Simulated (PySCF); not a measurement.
A structure optimised at PBE-D3(BJ)/def2-SVP, used in a PySCF frequency run:

```xyz
7

O     -0.6807     1.0757     0.8705
S      0.0000     0.0000    -0.1718
O      1.1240     0.6452    -0.8417
O     -1.1240    -0.6452    -0.8417
O      0.6807    -1.0757     0.8705
H      0.0339     1.6913     1.1441
H     -0.0339    -1.6913     1.1441
```
Charge 0, spin multiplicity 1.

Write its SMILES, formula and point group.

O=S(=O)(O)O, H₂O₄S, C2

What are its rotational constants (standard atomic weights)?

4.7820, 4.7421, 4.5381 GHz
